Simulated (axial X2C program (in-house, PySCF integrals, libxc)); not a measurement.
## Which functional? An output for TaSe

An SCF output computed with an in-house all-electron X2C program for linear molecules (integrals from PySCF) for TaSe at 2.259 Å, two-component, state Ω = 3/2, Ta dyall-cv3z [13s14p9d7f4g], Se dyall-cv3z [8s9p6d4f1g] (cores contracted in-house), without its first line:

```
basis functions 287  fitting functions 1494  grid points 5803
iter        total energy     max residual
   1     -18032.405649411     3.43e-06
   2     -18032.405649412     6.00e-06
converged
one-electron -25941.78779308  Coulomb 7751.17627592  exact exchange -100.58242785  xc functional -308.38481068  nuclear repulsion 581.41559872  atomic mean-field constant -14.24249243
```

Which level of theory produced it?
A. PBE0
B. HF
C. PBEsol

A. The exact-exchange term against the functional term shows a share of 0.25 of exact exchange.
